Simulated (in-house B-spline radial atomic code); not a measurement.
Values are calculated unless marked as measured or tabulated.
# Ghost states of the separable form: O

O, [He] 2s2 2p4, non-relativistic PBE, spherical and spin-unpolarised, from an all-electron radial atomic-structure program (B-spline basis) (atomic units; all potentials screened as in the neutral atom).

Troullier-Martins channels: 2s (ε = -0.8788, r_c = 1.014 bohr), 2p (ε = -0.3321, r_c = 1.369 bohr). In the Kleinman-Bylander form one channel serves as the local potential, and each other channel l becomes |δV u><u δV|/<u|δV|u>, with δV = V_l − V_local and u the pseudo-orbital. Its strength is E_KB = <u|δV²|u>/<u|δV|u>. By the analysis of Gonze, Stumpf and Scheffler a spurious state lies below the reference level ε if E_KB > 0 and ε is above the second level of the local potential alone, or if E_KB < 0 and ε is above its first. The table's levels are those of angular momentum l in a sphere of 9 bohr, whose wall can lift a shallow ε a little above its free-atom value.

```csv
local,channel,<u δV u>,<u δV² u>,ε,first local level,second local level
p,s,0.97426,7.2011,-0.8788,-3.8773,-0.0750
s,p,-1.0539,7.4243,-0.3321,-0.0262,0.1512
```

Task: Apply the rule to each row.

Result: Local p, channel s: E_KB = +7.39, so ε = -0.8788 is set against -0.0750: no ghost. Local s, channel p: E_KB = -7.04, so ε = -0.3321 is set against -0.0262: no ghost.

Diagonalising the separable Hamiltonian gives:

| local | channel | three lowest levels | all-electron, two lowest valence levels |
| --- | --- | --- | --- |
| p | s | -0.8788, 0.0194, 0.2614 | -0.8788, 0.0191 |
| s | p | -0.3321, 0.0841, 0.3403 | -0.3321, 0.0841 |

Task: Which choices of local channel are safe?

Result: All are free of ghosts. Among the safe choices the second level, which tests transfer, is off by at most 0.1 millihartree (s local), 0.3 millihartree (p local).
